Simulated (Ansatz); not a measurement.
Start from `BC(C)CO` and change one atom or group to get `BCC(B)C`.

Ansatz, PBE0-D4/def2-TZVP geometries, multiplicity 1. Each molecule was computed in one conformer, which needn't be the lowest. `BC(C)CO` holds a close contact that its SMILES doesn't draw: O···B 1.76 Å.

```json
{"property": "size of the dipole moment (ωB97M-V/def2-TZVPP) / D", "`BC(C)CO`": "3.16"}
{"property": "LUMO energy (ωB97M-V/def2-TZVPP) / eV", "`BC(C)CO`": "1.60"}
{"property": "HOMO energy (B3LYP/def2-TZVPP) / eV", "`BC(C)CO`": "-7.40"}
{"property": "LUMO energy (PBE0/def2-TZVPP) / eV", "`BC(C)CO`": "0.07"}
{"property": "HOMO–LUMO gap (B3LYP/def2-TZVPP) / eV", "`BC(C)CO`": "7.13"}
{"property": "HOMO–LUMO gap (PBE0/def2-TZVPP) / eV", "`BC(C)CO`": "7.65"}
```

Q: What does the change do to each property? (An estimate is asked.)

A: The calculation gave: 
```csv
property,`BCC(B)C`,shift
size of the dipole moment (ωB97M-V/def2-TZVPP) / D,1.11,-2.05
LUMO energy (ωB97M-V/def2-TZVPP) / eV,1.42,-0.18
HOMO energy (B3LYP/def2-TZVPP) / eV,-7.93,-0.53
LUMO energy (PBE0/def2-TZVPP) / eV,-0.32,-0.39
HOMO–LUMO gap (B3LYP/def2-TZVPP) / eV,7.41,0.28
HOMO–LUMO gap (PBE0/def2-TZVPP) / eV,7.83,0.18
```

With PBE0 the HOMO falls by 0.57 eV and the LUMO falls by 0.39 eV, so the gap widens by about 0.18 eV. PBE moves the HOMO by -0.73 eV and ωB97M-V by -0.49 eV. Dipoles are sizes alone; their direction can turn.

B3LYP here is the variant with VWN-RPA as its local correlation; programs differ in this.
